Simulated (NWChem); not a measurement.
System: C2H3Cl2F; SMILES CC(F)(Cl)Cl

Output (shortened):

```
             Northwest Computational Chemistry Package (NWChem) 7.3.0
             --------------------------------------------------------

                             Geometry "geometry" -> ""
                             -------------------------

 Output coordinates in angstroms (scale by  1.889725989 to convert to a.u.)

  No.       Tag          Charge          X              Y              Z
 ---- ---------------- ---------- -------------- -------------- --------------
    1 C                    6.0000    -1.31938100    -1.11171700     0.00000000
    2 C                    6.0000    -0.34275800     0.03321500     0.00000000
    3 F                    9.0000    -1.00009800     1.20275200     0.00000000
    4 Cl                  17.0000     0.68923400    -0.01253600     1.45462800
    5 Cl                  17.0000     0.68923400    -0.01253600    -1.45462800
    6 H                    1.0000    -1.94925400    -1.04174900    -0.89782200
    7 H                    1.0000    -0.78548700    -2.06946300     0.00000000
    8 H                    1.0000    -1.94925400    -1.04174900     0.89782200

 Effective nuclear repulsion energy (a.u.)     299.2545926972

                                 NWChem DFT Module
                                 -----------------

 Summary of "ao basis" -> "ao basis" (spherical)
 ------------------------------------------------------------------------------
       Tag                 Description            Shells   Functions and Types
 ---------------- ------------------------------  ------  ---------------------
 C                          def2-svp                 6       14   3s2p1d
 F                          def2-svp                 6       14   3s2p1d
 Cl                         def2-svp                 8       18   4s3p1d
 H                          def2-svp                 3        5   2s1p

            General Information
            -------------------
          SCF calculation type: DFT
          Wavefunction type:  closed shell.
          No. of atoms     :     8
          No. of electrons :    58
           Alpha electrons :    29
            Beta electrons :    29
          Charge           :     0
          Spin multiplicity:     1
          Use of symmetry is: off; symmetry adaption is: off
          Maximum number of iterations: 150
          AO basis - number of functions:    93
                     number of shells:    43
          Convergence on energy requested:  1.00D-06
          Convergence on density requested:  1.00D-05
          Convergence on gradient requested:  5.00D-04

              XC Information
              --------------
                         B3LYP Method XC Potential
                     Hartree-Fock (Exact) Exchange  0.200
                        Slater Exchange Functional  0.800 local
                    Becke 1988 Exchange Functional  0.720 non-local
              Lee-Yang-Parr Correlation Functional  0.810
                  VWN I RPA Correlation Functional  0.190 local

             Grid Information
             ----------------
          Grid used for XC integration:  medium
          Radial quadrature: Mura-Knowles
          Angular quadrature: Lebedev.
          Tag              B.-S. Rad. Rad. Pts. Rad. Cut. Ang. Pts.
          ---              ---------- --------- --------- ---------
          C                   0.70       49           8.0       434
          F                   0.50       49           9.0       434
          Cl                  1.00       88          10.0       590
          H                   0.35       45          10.0       434
          Grid pruning is: on
          Number of quadrature shells:   458
          Spatial weights used:  Erf1

      Superposition of Atomic Density Guess
      -------------------------------------

 Sum of atomic energies:       -1094.68700785

      Non-variational initial energy
      ------------------------------

 Total energy =   -1096.515743
 1-e energy   =   -2107.903811
 2-e energy   =     712.133475
 HOMO         =      -0.383020
 LUMO         =       0.100767

     ---------------------------------------------
      Total Density - Mulliken Population Analysis
     ---------------------------------------------

    Atom       Charge   Shell Charges
 -----------   ------   -------------------------------------------------------
    1 C    6     6.24   1.99  0.97  0.18  2.08  1.00  0.02
    2 C    6     5.10   1.99  0.86  0.24  1.27  0.64  0.09
    3 F    9     9.39   1.99  1.14  0.77  3.45  2.04  0.00
    4 Cl  17    17.30   2.00  1.99  1.23  0.71  5.94  2.15  3.25  0.02
    5 Cl  17    17.30   2.00  1.99  1.23  0.71  5.94  2.15  3.25  0.02
    6 H    1     0.89   0.67  0.20  0.02
    7 H    1     0.89   0.66  0.20  0.02
    8 H    1     0.89   0.67  0.20  0.02

   convergence    iter        energy       DeltaE   RMS-Dens  Diis-err
 ---------------- ----- ----------------- --------- --------- ---------
 d= 0,ls=0.0,diis     1  -1097.6949468685 -1.40D+03  2.02D-02  1.40D+00
 d= 0,ls=0.0,diis     2  -1097.4324957264  2.62D-01  1.33D-02  4.01D+00
 d= 0,ls=0.0,diis     3  -1097.8564843804 -4.24D-01  1.52D-03  1.34D-02
 d= 0,ls=0.0,diis     4  -1097.8577900519 -1.31D-03  5.29D-04  2.54D-03
 d= 0,ls=0.0,diis     5  -1097.8580790124 -2.89D-04  9.48D-05  1.44D-04
  Resetting Diis
 d= 0,ls=0.0,diis     6  -1097.8580956971 -1.67D-05  2.41D-05  6.52D-06
 d= 0,ls=0.0,diis     7  -1097.8580963749 -6.78D-07  1.54D-05  8.53D-07
 d= 0,ls=0.0,diis     8  -1097.8580962962  7.87D-08  9.01D-06  1.78D-06

         Total DFT energy =    -1097.858096296155
      One electron energy =    -2109.793701063744
           Coulomb energy =      791.651629020296
    Exchange-Corr. energy =      -78.970616949928
 Nuclear repulsion energy =      299.254592697220

 Numeric. integr. density =       58.000015476428

                       DFT Final Molecular Orbital Analysis
                       ------------------------------------

 Vector   27  Occ=2.000000D+00  E=-3.244137D-01
              MO Center=  4.4D-01, -8.4D-02,  3.7D-06, r^2= 3.4D+00
   Bfn.  Coefficient  Atom+Function         Bfn.  Coefficient  Atom+Function
  ----- ------------  ---------------      ----- ------------  ---------------
    54      0.369241  4 Cl py                72      0.369240  5 Cl py
    51      0.278611  4 Cl py                69      0.278610  5 Cl py
    53      0.223620  4 Cl px                71      0.223620  5 Cl px
     3      0.186146  1 C  s                  4      0.170319  1 C  px
    48      0.161002  4 Cl py                50      0.161380  4 Cl px

 Vector   28  Occ=2.000000D+00  E=-3.200324D-01
              MO Center=  5.7D-01,  1.1D-03, -2.8D-06, r^2= 3.4D+00
   Bfn.  Coefficient  Atom+Function         Bfn.  Coefficient  Atom+Function
  ----- ------------  ---------------      ----- ------------  ---------------
    54      0.454324  4 Cl py                72     -0.454325  5 Cl py
    51      0.342784  4 Cl py                69     -0.342785  5 Cl py
    48      0.197542  4 Cl py                66     -0.197543  5 Cl py
    34      0.148677  3 F  pz                37     -0.100614  3 F  pz
     6      0.069970  1 C  pz                79     -0.065561  6 H  s

 Vector   29  Occ=2.000000D+00  E=-3.055467D-01
              MO Center=  6.3D-01, -1.7D-02, -1.1D-06, r^2= 3.4D+00
   Bfn.  Coefficient  Atom+Function         Bfn.  Coefficient  Atom+Function
  ----- ------------  ---------------      ----- ------------  ---------------
    55     -0.338622  4 Cl pz                73     -0.338622  5 Cl pz
    53      0.332214  4 Cl px                71     -0.332214  5 Cl px
    52     -0.255115  4 Cl pz                70     -0.255115  5 Cl pz
    50      0.251636  4 Cl px                68     -0.251636  5 Cl px
    49     -0.146122  4 Cl pz                67     -0.146122  5 Cl pz

 Vector   30  Occ=0.000000D+00  E= 7.413446D-03
              MO Center=  3.2D-01, -9.4D-02,  6.4D-08, r^2= 2.9D+00
   Bfn.  Coefficient  Atom+Function         Bfn.  Coefficient  Atom+Function
  ----- ------------  ---------------      ----- ------------  ---------------
    17      0.996777  2 C  s                 55      0.612090  4 Cl pz
    73     -0.612090  5 Cl pz                21      0.580870  2 C  px
    16      0.490220  2 C  s                 46     -0.491047  4 Cl s
    64     -0.491047  5 Cl s                 18      0.465784  2 C  px
    85     -0.279789  7 H  s                 53      0.262501  4 Cl px

 Vector   31  Occ=0.000000D+00  E= 3.627221D-02
              MO Center= -2.2D-01, -1.5D-01, -5.6D-08, r^2= 3.4D+00
   Bfn.  Coefficient  Atom+Function         Bfn.  Coefficient  Atom+Function
  ----- ------------  ---------------      ----- ------------  ---------------
    23      0.802723  2 C  pz                20      0.626306  2 C  pz
    80      0.518653  6 H  s                 90     -0.518653  8 H  s
    53      0.420091  4 Cl px                71     -0.420091  5 Cl px
    46     -0.411851  4 Cl s                 64      0.411851  5 Cl s
    55      0.395706  4 Cl pz                73      0.395706  5 Cl pz

 Vector   32  Occ=0.000000D+00  E= 6.984948D-02
              MO Center= -1.7D+00, -1.4D+00,  4.8D-08, r^2= 4.5D+00
   Bfn.  Coefficient  Atom+Function         Bfn.  Coefficient  Atom+Function
  ----- ------------  ---------------      ----- ------------  ---------------
     3      2.826723  1 C  s                 80     -1.264261  6 H  s
    90     -1.264261  8 H  s                 85     -1.184278  7 H  s
    17     -0.493313  2 C  s                  7     -0.252411  1 C  px
     8     -0.221998  1 C  py                 2      0.204246  1 C  s
     1     -0.136600  1 C  s                 45      0.131966  4 Cl s

     ---------------------------------------------
      Total Density - Mulliken Population Analysis
     ---------------------------------------------

    Atom       Charge   Shell Charges
 -----------   ------   -------------------------------------------------------
    1 C    6     5.92   1.98  0.91  0.08  2.14  0.77  0.03
    2 C    6     5.87   1.99  0.99  0.17  1.91  0.70  0.11
    3 F    9     9.17   1.99  1.14  0.77  3.35  1.90  0.01
    4 Cl  17    17.09   2.00  1.98  1.28  0.69  5.93  2.17  3.00  0.03
    5 Cl  17    17.09   2.00  1.98  1.28  0.69  5.93  2.17  3.00  0.03
    6 H    1     0.96   0.74  0.19  0.02
    7 H    1     0.96   0.74  0.20  0.02
    8 H    1     0.96   0.74  0.19  0.02

     -------------------------------------------
      Total Density - Lowdin Population Analysis
     -------------------------------------------

    Atom       Charge   Shell Charges
 -----------   ------   -------------------------------------------------------
    1 C    6     6.08   1.96  0.59  0.31  1.92  1.23  0.07
    2 C    6     6.10   1.96  0.68  0.34  1.74  1.15  0.23
    3 F    9     9.08   1.98  1.02  0.74  3.23  2.10  0.01
    4 Cl  17    16.93   2.00  1.96  1.05  0.78  5.82  2.28  3.00  0.04
    5 Cl  17    16.93   2.00  1.96  1.05  0.78  5.82  2.28  3.00  0.04
    6 H    1     0.96   0.63  0.26  0.07
    7 H    1     0.96   0.63  0.26  0.07
    8 H    1     0.96   0.63  0.26  0.07

     Multipole analysis of the density
     ---------------------------------

     L   x y z        total         alpha         beta         nuclear
     -   - - -        -----         -----         ----         -------
     0   0 0 0     -0.000000    -29.000000    -29.000000     58.000000

     1   1 0 0     -0.448207     -0.012686     -0.012686     -0.422836
     1   0 1 0     -0.575785     -0.074893     -0.074893     -0.425999
     1   0 0 1      0.000000      0.000000      0.000000      0.000000

     2   2 0 0    -30.402002    -94.690948    -94.690948    158.979895
     2   1 1 0      1.368295     -5.207336     -5.207336     11.782968
     2   1 0 1     -0.000000     -0.000000     -0.000000      0.000000
     2   0 2 0    -31.238253    -63.650158    -63.650158     96.062063
     2   0 1 1     -0.000000     -0.000000     -0.000000      0.000000
     2   0 0 2    -31.537843   -147.102343   -147.102343    262.666842

                     NWChem Electrostatic Potential Fit Module
                     -----------------------------------------

 Atom parameters

 Number of atoms is                                    8
 Number of basis functions is                         93

 Grid parameters

 Maximum number of grid points is                  34079
 Number of grid points is                          34078
 Grid range                                     0.300000 nm
 Grid spacing                                   0.020000 nm
 Probe radius                                   0.070000 nm
 Atom radius factor                             1.000000

 Atomic radii

    1    0.100000
    6    0.147000
    9    0.128000
   17    0.169000
 FASTESP  F
  using M.O. file = ./job.movecs

    Atom              Coordinates                           Charge

                                                  ESP

    1 C    -0.131938   -0.111172    0.000000   -0.183221
    2 C    -0.034276    0.003322    0.000000    0.444681
    3 F    -0.100010    0.120275    0.000000   -0.198779
    4 Cl    0.068923   -0.001254    0.145463   -0.144309
    5 Cl    0.068923   -0.001254   -0.145463   -0.143957
    6 H    -0.194925   -0.104175   -0.089782    0.081823
    7 H    -0.078549   -0.206946    0.000000    0.061911
    8 H    -0.194925   -0.104175    0.089782    0.081852
                                            ------------
                                                0.000000

 Dipole moment                                  0.795134

 Quadrupole moment Qxx                          0.536353
                   Qyy                          1.277336
                   Qzz                         -1.813689

 RMS deviation kJ/mol                           0.072383

 RRMS %                                        39.491714
```

Level: B3LYP/def2-SVP. Coordinates come from a PBE0/def2-SVP optimisation. B3LYP is NWChem's, with the RPA form of VWN correlation.

Question: Write an input that gives this output.

Answer: Several could match; the one computed here: the input that was run:
```
start job
memory heap 200 mb stack 900 mb global 1100 mb
geometry units angstroms noautosym nocenter noautoz
  C     -1.319381    -1.111717     0.000000
  C     -0.342758     0.033215     0.000000
  F     -1.000098     1.202752     0.000000
  Cl     0.689234    -0.012536     1.454628
  Cl     0.689234    -0.012536    -1.454628
  H     -1.949254    -1.041749    -0.897822
  H     -0.785487    -2.069463     0.000000
  H     -1.949254    -1.041749     0.897822
end
basis spherical
  * library def2-svp
end
dft
  xc b3lyp
  iterations 150
  mulliken
end
task dft energy
esp
  recalculate
  probe 0.07
  range 0.3
  factor 1.0
  spacing 0.02
end
task esp
```
